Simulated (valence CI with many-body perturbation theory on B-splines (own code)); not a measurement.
## Level structure of O+

Level of theory: configuration interaction combined with many-body perturbation theory (CI+MBPT): five valence electrons over a frozen Dirac-Fock core [He], radial functions for each j: 10 s, 10 p, 9 d, 7 f, 4 g, 2 h, with the one-electron correlation potential Σ1, the two-electron term Σ2, the three-electron term Σ3, Breit, model QED; selected CI, second order for the rest, scaled by the run's own slope (own B-spline code, finite nucleus).

Set against measurement, 59 paired levels are off by 105 cm⁻¹ on average, the worst by 260. These come from a selection out of the NIST Handbook of Basic Atomic Spectroscopic Data. Levels without a partner in it may be off by more. Among the levels kept, up to 910 cm⁻¹ of a level comes from second order outside the variational space, and about a tenth of that is noise between levels of different J, which matters for small intervals.

Levels 1 to 45 of 62, with energies above the lowest level, 2s2 2p3 4S°_3/2. "Leading %" is the weight of the configuration and term that name the level; weights of strongly mixed levels are sums over their largest components and can fall short. In the jj column 3d3/2^4 stands for four electrons in 3d with j = 3/2. Lifetimes count E1, E2, E3, M1 and M2 decay at the calculated energies, and are blank where another channel may lead or the interval is too uncertain; long ones can be off by a factor of two.

```csv
No.,Configuration,Term,J,E (cm⁻¹),Leading %,Leading jj,g,Lifetime
1,2s2 2p3,4S°,3/2,0.0,97,2s^2 2p1/2 2p3/2^2 (54 %),2.002,
2,2s2 2p3,2D°,5/2,26948,97,2s^2 2p1/2 2p3/2^2 (97 %),1.200,20700 s
3,2s2 2p3,2D°,3/2,26978,97,2s^2 2p1/2 2p3/2^2 (43 %),0.800,4460 s
4,2s2 2p3,2P°,1/2,40640,95,2s^2 2p1/2 2p3/2^2 (95 %),0.666,5.67 s
5,2s2 2p3,2P°,3/2,40667,95,2s^2 2p3/2^3 (49 %),1.334,4.46 s
6,2s 2p4,4P,5/2,119850,96,2s 2p1/2^2 2p3/2^2 (64 %),1.601,1.17 ns
7,2s 2p4,4P,3/2,120002,96,2s 2p1/2 2p3/2^3 (85 %),1.735,1.17 ns
8,2s 2p4,4P,1/2,120097,96,2s 2p3/2^4 (42 %),2.670,1.17 ns
9,2s 2p4,2D,5/2,166124,93,2s 2p1/2 2p3/2^3 (62 %),1.200,445 ps
10,2s 2p4,2D,3/2,166130,93,2s 2p1/2 2p3/2^3 (62 %),0.799,445 ps
11,2s2 2p2 3s,4P,1/2,185097,93,2s^2 2p1/2^2 3s (42 %),2.670,1.02 ns
12,2s2 2p2 3s,4P,3/2,185202,93,2s^2 2p1/2 2p3/2 3s (84 %),1.735,1.02 ns
13,2s2 2p2 3s,4P,5/2,185358,93,2s^2 2p3/2^2 3s (61 %),1.601,1.02 ns
14,2s2 2p2 3s,2P,1/2,188771,90,2s^2 2p1/2 2p3/2 3s (61 %),0.666,259 ps
15,2s2 2p2 3s,2P,3/2,188948,90,2s^2 2p3/2^2 3s (50 %),1.334,258 ps
16,2s 2p4,2S,1/2,195970,90,2s 2p1/2^2 2p3/2^2 (60 %),2.002,193 ps
17,2s2 2p2 3p,2S°,1/2,203805,93,2s^2 2p3/2^2 3p3/2 (33 %),2.002,37.1 ns
18,2s2 2p2 3p,4D°,1/2,206597,93,2s^2 2p1/2^2 3p1/2 (36 %),-0.001,11.7 ns
19,2s2 2p2 3p,4D°,3/2,206660,93,2s^2 2p1/2 2p3/2 3p1/2 (55 %),1.201,11.6 ns
20,2s2 2p2 3p,4D°,5/2,206748,93,2s^2 2p1/2 2p3/2 3p3/2 (58 %),1.372,11.6 ns
21,2s2 2p2 3p,4D°,7/2,206862,93,2s^2 2p3/2^2 3p3/2 (62 %),1.429,11.6 ns
22,2s2 2p2 3s,2D,5/2,206978,93,2s^2 2p1/2 2p3/2 3s (61 %),1.200,628 ps
23,2s2 2p2 3s,2D,3/2,206980,93,2s^2 2p1/2 2p3/2 3s (61 %),0.799,627 ps
24,2s2 2p2 3p,4P°,1/2,208206,93,2s^2 2p1/2 2p3/2 3p1/2 (47 %),2.668,7.25 ns
25,2s2 2p2 3p,4P°,3/2,208262,93,2s^2 2p3/2^2 3p1/2 (27 %),1.734,7.24 ns
26,2s2 2p2 3p,4P°,5/2,208349,93,2s^2 2p1/2 2p3/2 3p3/2 (40 %),1.601,7.23 ns
27,2s2 2p2 3p,2D°,3/2,211427,93,2s^2 2p1/2 2p3/2 3p3/2 (49 %),0.800,10.9 ns
28,2s2 2p2 3p,2D°,5/2,211612,93,2s^2 2p3/2^2 3p3/2 (38 %),1.200,10.8 ns
29,2s2 2p2 3p,4S°,3/2,212019,90,2s^2 2p1/2 2p3/2 3p3/2 (32 %),2.002,4.67 ns
30,2s 2p4,2P,3/2,212796,79,2s 2p1/2^2 2p3/2^2 (44 %),1.334,132 ps
31,2s 2p4,2P,1/2,212972,78,2s 2p1/2 2p3/2^3 (52 %),0.666,132 ps
32,2s2 2p2 3p,2P°,1/2,214075,92,2s^2 2p1/2 2p3/2 3p3/2 (44 %),0.666,7.60 ns
33,2s2 2p2 3p,2P°,3/2,214145,92,2s^2 2p1/2 2p3/2 3p3/2 (30 %),1.334,7.61 ns
34,2s2 2p2 3p,2F°,5/2,228747,94,2s^2 2p1/2 2p3/2 3p1/2 (47 %),0.857,9.49 ns
35,2s2 2p2 3p,2F°,7/2,228753,94,2s^2 2p1/2 2p3/2 3p3/2 (62 %),1.143,9.46 ns
36,2s2 2p2 3p,2D°,5/2,229961,90,2s^2 2p1/2 2p3/2 3p3/2 (55 %),1.200,6.90 ns
37,2s2 2p2 3p,2D°,3/2,229988,90,2s^2 2p1/2 2p3/2 3p1/2 (27 %),0.800,6.89 ns
38,2s2 2p2 3s,2S,1/2,230755,84,2s^2 2p3/2^2 3s (57 %),2.002,946 ps
39,2s2 2p2 3d,4F,3/2,231215,93,2s^2 2p1/2 2p3/2 3d3/2 (38 %),0.400,5.08 ns
40,2s2 2p2 3d,4F,5/2,231270,93,2s^2 2p1/2 2p3/2 3d3/2 (52 %),1.030,5.02 ns
41,2s2 2p2 3d,4F,7/2,231338,93,2s^2 2p1/2 2p3/2 3d5/2 (56 %),1.239,5.00 ns
42,2s2 2p2 3d,4F,9/2,231429,93,2s^2 2p3/2^2 3d5/2 (62 %),1.334,5.12 ns
43,2s2 2p2 3d,4P,5/2,232361,81,2s^2 2p1/2 2p3/2 3d5/2 (49 %),1.571,239 ps
44,2s2 2p2 3d,4P,3/2,232434,72,2s^2 2p1/2 2p3/2 3d3/2 (33 %),1.619,263 ps
45,2s2 2p2 3d,4P,1/2,232490,68,2s^2 2p1/2 2p3/2 3d3/2 (57 %),1.977,277 ps
```

Names give the largest LS component (configuration and term), which can be under half, so a name can repeat, a term be missing and a line seem to break the LS rules; names also repeat where a configuration has a term twice.

The ionisation energy to 2s2 2p2 3P_0 of the next ion comes out as 35.101 eV (NIST: 35.1211 eV (measured)). All 62 levels together are meant to be complete up to 241074 cm⁻¹.
